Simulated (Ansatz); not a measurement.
The same molecule with X = F, Cl, Br. Ansatz, PBE0-D4/def2-TZVP geometries, multiplicity 1.

Scalar relativity is left out up to krypton.

```tsv
X	molecule	mean X–C bond length / Å	size of the dipole moment (ωB97M-V/def2-TZVPP) / D	HOMO energy (ωB97M-V/def2-TZVPP) / eV	HOMO–LUMO gap (PBE/def2-TZVPP) / eV
F	`FC1C=C1[SiH3]`	1.384	2.10	-10.41	4.78
Cl	`[SiH3]C1=CC1Cl`	1.795	2.46	-9.94	4.36
```

Q: Give the row for X = Br, `[SiH3]C1=CC1Br`. (Estimate.)

A: The calculation gave: 
```json
{"X": "Br", "molecule": "`[SiH3]C1=CC1Br`", "mean X–C bond length / Å": "1.966", "size of the dipole moment (ωB97M-V/def2-TZVPP) / D": "2.75", "HOMO energy (ωB97M-V/def2-TZVPP) / eV": "-9.65", "HOMO–LUMO gap (PBE/def2-TZVPP) / eV": "4.06"}
```

From F to Br the mean X–C bond length rises at each step, by 0.582 Å in all; the HOMO energy (ωB97M-V/def2-TZVPP) rises at each step, by 0.76 eV in all; the HOMO–LUMO gap (PBE/def2-TZVPP) falls at each step, by 0.72 eV in all. Bonds lengthen as the atom grows down the group. Dipoles are sizes alone, and their direction can turn along the series.

Spin–orbit coupling is left out; it splits and shifts lone-pair levels of the heavy atoms by tenths of an eV.
